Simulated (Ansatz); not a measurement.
Reactions of ClH₆NO₃Si₂, SMILES `O[SiH](O)N[SiH](O)Cl`.

Computed with Ansatz on PBE0-D4/def2-TZVP structures; ΔE is electronic, products minus reactants. CBS: MP2 limit from def2 TZ/QZ plus the TZ coupled-cluster correction, frozen cores. This one scheme is used for every species. DFT in def2-TZVPP. No spin–orbit coupling; open shells (•) take unrestricted orbitals. For Ge outer-core shells are correlated without core-valence functions, which leaves a few kJ/mol of doubt a bond. Scalar relativity is left out up to krypton. One conformer a species, not always the lowest.

```
                                                                              reaction  ωB97M-V (kcal/mol)  PBE0-D4 (kcal/mol)
                               `O[SiH](O)N[SiH](O)Cl` + H₂ → `O[SiH2]N[SiH](O)O` + HCl                23.3                23.0
                           `O[SiH](O)N[SiH](O)Cl` + H₂S → `O[SiH](O)S` + `N[SiH](O)Cl`                 5.5                 4.1
         `O[SiH](O)N[SiH](O)Cl` + `O[SiH](F)F` → `O[SiH](O)O[SiH](F)F` + `N[SiH](O)Cl`               -11.8               -11.0
                               `O[SiH](O)N[SiH](O)Cl` → `[NH][SiH](O)Cl`• + `O[SiH]O`•               128.6               122.7
                                     `O[SiH](O)N[SiH](O)Cl` → `N[SiH](O)Cl` + `O[Si]O`                50.0                53.0
`O[SiH](O)N[SiH](O)Cl` + `[NH2][GeH2][OH]` → `[OH][GeH2][NH][SiH](O)Cl` + `N[SiH](O)O`                -2.6                -2.3
                          `O[SiH](O)N[SiH](O)Cl` + HCl → `O[SiH](Cl)Cl` + `N[SiH](O)O`                -4.3                -4.6
     `O[SiH](O)N[SiH](O)Cl` + `O[Si](O)(F)F` → `O[SiH](Cl)O[Si](O)(F)F` + `N[SiH](O)O`               -11.4               -10.6
                                     `O[SiH](O)N[SiH](O)Cl` → `N[SiH](O)O` + `O[Si]Cl`                50.6                53.6
               `O[SiH](O)N[SiH](O)Cl` + `[SiH3]S` → `O[SiH](O)S[SiH3]` + `N[SiH](O)Cl`                 3.2                 1.6
```

Task: Give the CCSD(T)/CBS values in the same order. (Estimate.)

Result: Ansatz gave: 23.0, 5.5, -12.2, 129.0, 52.4, -2.8, -4.1, -11.7, 53.1, 2.9 kcal/mol.

Largest T1 diagnostic: 0.015, for `O[Si]O`.
